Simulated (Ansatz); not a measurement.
Isolated molecules relaxed with PBE0-D4/def2-TZVP in Ansatz; ΔE leaves out vibrations. CCSD(T)/CBS adds triple-zeta CCSD(T) − MP2 to the extrapolated MP2 energy (def2 sets, frozen cores). This one scheme is used for every species. Functionals use def2-TZVPP. One conformer a species, not always the lowest.

Reaction (substitution at a C–O bond): `C[O][Al]([OH])[SiH3]` + `[OH][Al]([OH])[Cl]` → `C[O][Al]([OH])[Cl]` + `[OH][Al]([OH])[SiH3]`

`C[O][Al]([OH])[SiH3]`:

Cartesian coordinates in Å:
```
C -0.301 -2.173 0.116
O -0.982 -1.042 -0.341
Al -0.681 0.616 -0.396
O -1.851 1.632 -1.074
Si 1.371 1.618 0.457
H 0.678 -1.930 0.549
H -0.892 -2.683 0.884
H -0.141 -2.876 -0.707
H -2.681 1.318 -1.431
H 1.083 2.605 1.536
H 2.283 0.585 1.026
H 2.115 2.330 -0.619
```

`[OH][Al]([OH])[Cl]`:

```xyz
6

O     1.225   -0.692    0.840
Al   -0.047    0.057    0.038
O    -0.343   -0.372   -1.559
Cl   -1.233    1.486    1.003
H     1.447   -0.495    1.749
H    -1.050    0.015   -2.072
```

`C[O][Al]([OH])[Cl]`:

Cartesian coordinates in Å:
```
C 0.484 -0.771 1.446
O -0.054 -0.699 0.157
Al -0.321 0.512 -0.958
O -1.018 0.114 -2.434
Cl 0.209 2.487 -0.511
H 0.806 0.207 1.821
H -0.262 -1.174 2.138
H 1.348 -1.442 1.451
H -1.192 0.767 -3.110
```

`[OH][Al]([OH])[SiH3]`:

```xyz
9

O     1.173    1.170    1.325
Al    0.110    0.679    0.101
O    -0.745    1.754   -0.890
Si   -0.236   -1.703   -0.253
H     1.385    2.069    1.569
H    -0.718    2.708   -0.858
H    -1.572   -2.117    0.260
H     0.793   -2.519    0.447
H    -0.189   -2.042   -1.702
```

```
             level  ΔE (kcal/mol)  difference from CCSD(T)/CBS
       LDA (SPW92)            0.6                          0.4
           PBE0-D4            0.5                          0.3
            revPBE            0.6                          0.4
              PBE0            0.4                          0.2
           r2SCANh            0.5                          0.3
             BHLYP            0.1                         -0.1
      MP2/def2-SVP            0.3                          0.1
    MP2/def2-TZVPP            0.3                          0.1
SCS-MP2/def2-TZVPP            0.2                          0.0
      HF/CBS(def2)            0.0                         -0.2
       CCSD(T)/CBS            0.2                            0
```

Largest T1 diagnostic among the species: 0.013.

Leaving LDA and LC-ωPBE aside and taking each functional with its dispersion term where it has one, the values, not all of them listed here, spread over 0.6 kcal/mol, from CAM-B3LYP-D4 to revPBE-D4.
